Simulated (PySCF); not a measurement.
**Dipole response of Cl⁻ (chlorine, charge -1)**

[Ar], closed-shell 1S. All numbers are calculated (PySCF 2.14, scalar relativity by spin-free X2C-1e, in dyall-acv3z). Coupled (time-dependent) response in atomic units; α is the mean over directions.

```json
{"method": "UHF", "mean α (bohr³)": "26.51", "C₆ (like pair)": "227.9", "S(−4)": "209.2"}
{"method": "PBE0", "mean α (bohr³)": "29.94", "C₆ (like pair)": "264.1", "S(−4)": "306.9"}
{"method": "HSE06", "mean α (bohr³)": "30.07", "C₆ (like pair)": "265.6", "S(−4)": "309.5"}
```

S(−4) is the Cauchy moment in α(ω) = α(0) + S(−4) ω² + …

α(iu) at PBE0:

```csv
u (hartree),α(iu) (bohr³)
0,29.94
0.0500,29.20
0.100,27.33
0.200,22.51
0.300,18.18
0.500,11.99
0.750,7.509
1.00,5.028
1.50,2.659
2.00,1.638
3.00,0.8121
5.00,0.3381
```

A single London oscillator, α(iu) = α/(1 + u²/ω²), gives C₆ = (3/4) ω α². Matching the computed C₆ needs ω = 4 × 264.1 / (3 × 29.94²) = 0.393 hartree.

For an ion, C₆ is the dispersion term alone; charge-induced terms of lower order in 1/R come first.
